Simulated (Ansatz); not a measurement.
`CCC(C)C(=O)OC` + `COC=O` → `COC(=O)C(C)C(=O)OC` + ethane  (formal exchange of groups at a C–C bond)

Calculated with Ansatz (gas phase, PBE0-D4/def2-TZVP geometries, no zero-point term in ΔE). CBS: MP2 limit from def2 TZ/QZ plus the TZ coupled-cluster correction, frozen cores. This one scheme is used for every species. DFT in def2-TZVPP. B3LYP here is the variant with VWN-RPA as its local correlation; programs differ in this. Each species was taken in one conformer, which may not be the lowest.

```json
{"level": "B3LYP-D4", "ΔE (kcal/mol)": "-4.5"}
{"level": "ωB97X-V", "ΔE (kcal/mol)": "-4.4"}
{"level": "HF/def2-QZVPP", "ΔE (kcal/mol)": "-4.8"}
{"level": "CCSD/CBS(def2)", "ΔE (kcal/mol)": "-3.5"}
```

**Question.** What does CCSD(T)/CBS give? (Estimate.)

**Answer.** Computed: -3.5 kcal/mol. The listed levels differ from it by -1.0, -0.9, -1.3, 0.0 kcal/mol.

Largest T1 diagnostic among the species: 0.015.

Leaving LDA and LC-ωPBE aside and taking each functional with its dispersion term where it has one, the values, not all of them listed here, spread over 0.9 kcal/mol, from B97M-V to revPBE-D4. At CCSD(T), def2-SVP lies −2.0 kcal/mol from the extrapolated value and def2-TZVPP −0.2 kcal/mol.

CCSD(T)/CBS has its own doubt, a few kJ/mol and more with outer-core shells, so smaller differences from it don't rank the levels.
